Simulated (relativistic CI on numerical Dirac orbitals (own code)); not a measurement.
## Crystal-field levels of W2+, 5d4

Calculated by Dirac-Coulomb-Breit CI, KLI orbitals optimised for each configuration, model QED (radiative potential, 1s self-energy scaled to tabulated hydrogen-like ionisation energies), valence Slater integrals scaled by 0.75, one configuration in a parametric crystal field (own radial code).

Field parameters in Wybourne normalisation: Oh B⁴₀ = 21Dq, B⁴₄ = √(5/14) B⁴₀. The field is a parameter set, without covalency.

S is read from ⟨S²⟩ = S(S + 1).

Site symmetry Oh; labels are those of the double group. Computed levels in cm⁻¹ above the lowest, in rising order:

```tsv
Δ (size of 10Dq)	Lowest	No. 2	No. 3	No. 4	No. 5	No. 6	No. 7	No. 8
5500	A1	1375 T1	2347 E	2708 T2	3147 A2	7271 T2	7466 T1	7672 A1
9950	A1	1705 T1	2861 E	3280 T2	3838 A2	6400 A1	6723 T2	7049 T1
14350	A1	2072 T1	3789 E	4139 T2	6125 A2	6694 T2	7183 E	7304 A1
18800	A1	2049 T1	3856 E	3917 T2	9538 T2	9549 A2	9766 E	10073 T1
23200	A1	1947 T1	3705 T2	3728 E	9948 T2	10559 E	13411 A2	13518 T2
27600	A1	1862 T1	3574 T2	3625 E	9916 T2	10495 E	17478 A2	17538 T2
32050	A1	1797 T1	3488 T2	3550 E	9905 T2	10446 E	19036 A1	21697 A2
36450	A1	1747 T1	3428 T2	3494 E	9905 T2	10411 E	19324 A1	25931 A2
40900	A1	1708 T1	3384 T2	3451 E	9911 T2	10384 E	19552 A1	30251 A2
```

Ground-state S against |10Dq| in cm⁻¹: 5500: 1.77, 9950: 1.55, 14350: 1.25, 18800: 1.10, 23200: 1.04, 27600: 1.01, 32050: 1.00, 36450: 0.99, 40900: 0.99.

No abrupt spin change occurs in this range.
